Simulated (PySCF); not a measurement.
Molecule: C3H5O, charge -1, multiplicity 1. It need not be the lowest isomer of its formula. Whether it binds its extra electron was not tested at this geometry. SMILES: [C-](=O)CC
Coordinates optimised at B3LYP-D3(BJ)/def2-TZVP (Ansatz):
```
C
H 1 1.0991
H 1 1.0996 2 105.59
C 1 1.5290 2 111.55 3 -121.21
H 4 1.0938 1 110.03 2 -177.98
H 4 1.0940 5 105.87 1 -119.10
H 4 1.0972 5 108.46 6 -116.03
C 1 1.6254 2 105.71 3 111.44
O 8 1.2375 1 111.73 2 125.71
```
Charge -1, spin multiplicity 1.

Dispersion corrections to the total energy (kcal/mol) from the dftd3 and dftd4 libraries through PySCF: D3(BJ) without and D4 with the three-body term, each with the damping fitted for the functional named.

| functional | D3(BJ) | D4 |
|---|---|---|
| HSE06 | -1.95 | -2.82 |
| PBE0 | -2.78 | [?] |
| PBE | -3.35 | -3.73 |
| TPSSh | -3.72 | -4.59 |
| TPSS | -4.12 | -5.07 |
| LC-wPBE | [?] | -4.09 |
| CAM-B3LYP | [?] | -3.04 |

Question: Complete the blanks.

Answer: 
- PBE0, D4: -3.09
- LC-wPBE, D3(BJ): -2.92
- CAM-B3LYP, D3(BJ): -2.35
